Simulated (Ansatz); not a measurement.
Process, species as SMILES: [GaH] (GaH) (closed-shell singlet) → Ga atom + H atom
B3LYP-D3(BJ)/def2-TZVP geometries, fixed; electronic energies without zero-point terms.

Energies in hartree at MP2 with Ansatz (a quantum-chemistry and plane-wave program); the atomisation energy is their sum with the coefficients shown, times 627.509 kcal/mol a hartree. All functions are spherical. Cores are frozen (with 3d on Ga to Br). Open shells are unrestricted. No added dispersion term, no relativity.

```json
[
 {"species": "[GaH] (GaH) (closed-shell singlet)", "coefficient": "-1", "part": "Hartree-Fock", "aug-cc-pVDZ": "-1923.76720", "aug-cc-pVTZ": "-1923.83759", "aug-cc-pVQZ": "-1923.84013"},
 {"species": "[GaH] (GaH) (closed-shell singlet)", "coefficient": "-1", "part": "correlation", "aug-cc-pVDZ": "-0.05236", "aug-cc-pVTZ": "-0.06051", "aug-cc-pVQZ": "-0.06405"},
 {"species": "Ga atom", "coefficient": "+1", "part": "Hartree-Fock", "aug-cc-pVDZ": "-1923.19296", "aug-cc-pVTZ": "-1923.26202", "aug-cc-pVQZ": "-1923.26423"},
 {"species": "Ga atom", "coefficient": "+1", "part": "correlation", "aug-cc-pVDZ": "-0.02936", "aug-cc-pVTZ": "-0.03369", "aug-cc-pVQZ": "-0.03624"},
 {"species": "H atom", "coefficient": "+1", "part": "Hartree-Fock", "aug-cc-pVDZ": "-0.49933", "aug-cc-pVTZ": "-0.49982", "aug-cc-pVQZ": "-0.49995"}
]
```

Task: Predict the atomisation energy in aug-cc-pV5Z (X = 5): let each Hartree-Fock step shrink by the ratio of the last two, and fit each correlation energy at X = 3 and 4 to E + A/X^3. Compare with the run.

Result: 
- [GaH] (GaH) (closed-shell singlet): steps -0.07039 and -0.00254, ratio 0.036, so Hartree-Fock -1923.84022 (run: -1923.84046); A = (-0.06051 - (-0.06405))/(1/27 - 1/64) = 0.1653, correlation -0.06405 - A/64 + A/125 = -0.06531 (run: -0.06538).
- Ga atom: steps -0.06906 and -0.00221, ratio 0.032, so Hartree-Fock -1923.26430 (run: -1923.26444); A = (-0.03369 - (-0.03624))/(1/27 - 1/64) = 0.1191, correlation -0.03624 - A/64 + A/125 = -0.03715 (run: -0.03716).
- H atom: steps -0.00049 and -0.00013, ratio 0.265, so Hartree-Fock -0.49998 (run: -0.49999).
Predicted 65.32 kcal/mol; the run in aug-cc-pV5Z gives 65.42, a miss of -0.09. Keeping the value in aug-cc-pVQZ, 65.11, would miss by -0.31. All sums are of the energies as printed.
